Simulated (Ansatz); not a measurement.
Reaction (redistribution): `[SiH]Br` + `F[C@H]1B[C@@H]1Cl` → `F[Si]Br` + `ClC1BC1`

Isolated molecules relaxed with PBE0-D4/def2-TZVP in Ansatz; ΔE leaves out vibrations. CCSD(T)/CBS is the MP2 limit (def2-TZVPP, def2-QZVPP) plus CCSD(T) − MP2 in def2-TZVPP, frozen cores. DFT in def2-TZVPP. B3LYP here is the variant with VWN-RPA as its local correlation; programs differ in this. For Br outer-core shells are correlated without core-valence functions, which leaves a few kJ/mol of doubt a bond. Scalar relativity is left out up to krypton.

Q: Is it downhill or uphill in electronic energy at CCSD(T)/CBS, and by how much? (Estimate.)

A: Ansatz gave: Downhill: ΔE = -304.8 kJ/mol.

Q: What do these levels give: PBE-D4, revPBE-D4, B3LYP-D4, r2SCANh-D4, r2SCAN0-D4, ωB97X-V, r2SCAN, LC-ωPBE, RPA@PBE/def2-TZVPP, HF/def2-TZVPP, CCSD/def2-TZVPP, HF/CBS(def2)? (Best estimate.)

A: Ansatz gave: PBE-D4 -289.3, revPBE-D4 -287.4, B3LYP-D4 -298.0, r2SCANh-D4 -301.7, r2SCAN0-D4 -301.8, ωB97X-V -295.0, r2SCAN -301.6, LC-ωPBE -296.9, RPA@PBE/def2-TZVPP -286.3, HF/def2-TZVPP -294.1, CCSD/def2-TZVPP -297.6, HF/CBS(def2) -297.6 kJ/mol.

Largest T1 diagnostic among the species: 0.012.

Leaving LDA and LC-ωPBE aside and taking each functional with its dispersion term where it has one, the values, not all of them listed here, spread over 16.4 kJ/mol, from B2PLYP to revPBE-D4. In def2-TZVPP, CCSD(T) changes the Hartree–Fock value by −4.2 kJ/mol (the triples alone add −0.7 kJ/mol) and MP2 by −19.5 kJ/mol. From BLYP to BHLYP (50 % exact exchange), in def2-TZVPP and without D4, ΔE moves by −5.5 kJ/mol.
